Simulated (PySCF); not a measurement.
FH₅NSi₂ (calculated)

All values are calculated (PySCF 2.14.0). Calculation on a computer-drawn molecule: the log of a Hartree-Fock and frozen-core CCSD(T) single point meant for a local Hartree-Fock minimum, with one planted fault or none, to be diagnosed. Offsets are logged minus clean, where the clean run is the same molecule without the fault. The reference is restricted for singlets and unrestricted otherwise, and also for a bond in bohr or an excited solution. Adding or removing an electron swaps singlet and doublet. The excited solution moves the top pair (singlet) or top alpha electron (doublet) to the lowest empty orbital. Highest occupied and lowest empty are orbital energies over both spins, largest force is the largest gradient component, triples share is (T) over the correlation energy, the T1 limit is 0.02 restricted and 0.045 unrestricted, electrons count all cores, a negative frequency is imaginary (commonest isotopes), and the dipole is about the centre of nuclear charge.

```xyz
9
formula=FH5NSi2 meant_charge=0 meant_multiplicity=2 meant_basis=cc-pV(D+d)Z logged_electrons=48 logged_basis_functions=99 logged_SCF_converged=yes logged_spin_squared=0 logged_highest_occupied=-17.389 logged_lowest_empty=-6.832 logged_largest_force=0.094295 logged_T1_diagnostic=0.021371 logged_D1_diagnostic=0.089997 logged_triples_share=0.025377 logged_CC_converged=yes logged_dipole_magnitude=8.6979 logged_SCF_stable_within_its_kind=yes logged_energy_HF=-734.46657 logged_energy_CCSD(T)=-735.06332 possible_faults=no_fault,one_electron_removed,one_electron_added,multiplicity_raised_by_two,geometry_at_a_saddle_point,SCF_held_on_an_excited_solution,minimal_basis_STO-3G,one_bond_length_entered_in_bohr,all_coordinates_scaled planted_fault=one_electron_removed HF_energy_offset_from_clean_run=179.8 CCSD(T)_energy_offset_from_clean_run=177.6
F     -1.2967     3.3999     3.1855
Si    -0.3346     2.6853     2.0992
N     -1.0081     2.7255     0.5268
Si    -2.1190     1.6332    -0.2561
H     -0.1817     1.2929     2.5373
H      0.9232     3.4462     2.1193
H     -0.8503     3.5860     0.0277
H     -1.6802     1.3601    -1.6487
H     -2.1455     0.3819     0.5363
```

Units: logged_highest_occupied, logged_lowest_empty in eV; logged_largest_force in hartree/bohr; logged_dipole_magnitude in debye; logged_energy_HF, logged_energy_CCSD(T) in hartree; HF_energy_offset_from_clean_run, CCSD(T)_energy_offset_from_clean_run in kcal/mol.

Drawn bonds:
| atom | other atom | order |
| --- | --- | --- |
| 1 | 2 | 1 |
| 2 | 3 | 1 |
| 3 | 4 | 1 |
| 2 | 5 | 1 |
| 2 | 6 | 1 |
| 3 | 7 | 1 |
| 4 | 8 | 1 |
| 4 | 9 | 1 |

Notes: T1 above single-reference limit.
